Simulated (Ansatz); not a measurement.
Consider the redistribution: `[OH][Ti]([OH])([OH])[SH]` + `C[O][Ga]([OH])[SH]` → `[OH][Ti]([OH])([SH])[SH]` + `C[O][Ga]([OH])[OH]`.

Program: Ansatz. Geometries: PBE0-D4/def2-TZVP. ΔE: electronic, gas phase. CBS: MP2 limit from def2 TZ/QZ plus the TZ coupled-cluster correction, frozen cores. DFT in def2-TZVPP. B3LYP here is the variant with VWN-RPA as its local correlation; programs differ in this. For Ga, Ti outer-core shells are correlated without core-valence functions, which leaves a few kJ/mol of doubt a bond. Scalar relativity is left out up to krypton. Each species was taken in one conformer, which may not be the lowest.

```json
{"level": "PBE-D4", "ΔE (kJ/mol)": "62.1", "difference from CCSD(T)/CBS": "4.5"}
{"level": "r2SCAN-D4", "ΔE (kJ/mol)": "62.3", "difference from CCSD(T)/CBS": "4.7"}
{"level": "PBE0-D4", "ΔE (kJ/mol)": "63.8", "difference from CCSD(T)/CBS": "6.2"}
{"level": "B3LYP-D4", "ΔE (kJ/mol)": "62.8", "difference from CCSD(T)/CBS": "5.2"}
{"level": "ωB97M-V", "ΔE (kJ/mol)": "65.8", "difference from CCSD(T)/CBS": "8.2"}
{"level": "r2SCAN", "ΔE (kJ/mol)": "62.4", "difference from CCSD(T)/CBS": "4.8"}
{"level": "PBE0", "ΔE (kJ/mol)": "64.2", "difference from CCSD(T)/CBS": "6.6"}
{"level": "HF/def2-TZVPP", "ΔE (kJ/mol)": "72.2", "difference from CCSD(T)/CBS": "14.6"}
{"level": "MP2/def2-TZVPP", "ΔE (kJ/mol)": "48.7", "difference from CCSD(T)/CBS": "-8.9"}
{"level": "SCS-MP2/def2-TZVPP", "ΔE (kJ/mol)": "52.0", "difference from CCSD(T)/CBS": "-5.6"}
{"level": "CCSD/def2-TZVPP", "ΔE (kJ/mol)": "62.9", "difference from CCSD(T)/CBS": "5.3"}
{"level": "CCSD(T)/def2-TZVPP", "ΔE (kJ/mol)": "56.2", "difference from CCSD(T)/CBS": "-1.4"}
{"level": "HF/def2-QZVPP", "ΔE (kJ/mol)": "70.8", "difference from CCSD(T)/CBS": "13.2"}
{"level": "MP2/def2-QZVPP", "ΔE (kJ/mol)": "49.0", "difference from CCSD(T)/CBS": "-8.6"}
{"level": "MP2/CBS(def2)", "ΔE (kJ/mol)": "50.1", "difference from CCSD(T)/CBS": "-7.5"}
{"level": "CCSD/CBS(def2)", "ΔE (kJ/mol)": "64.3", "difference from CCSD(T)/CBS": "6.7"}
{"level": "CCSD(T)/CBS", "ΔE (kJ/mol)": "57.6", "difference from CCSD(T)/CBS": "0"}
```

Largest T1 diagnostic among the species: 0.026, so the coupled-cluster value is less sure than usual.

In def2-TZVPP, CCSD(T) changes the Hartree–Fock value by −16.0 kJ/mol (the triples alone add −6.7 kJ/mol) and MP2 by −23.5 kJ/mol.
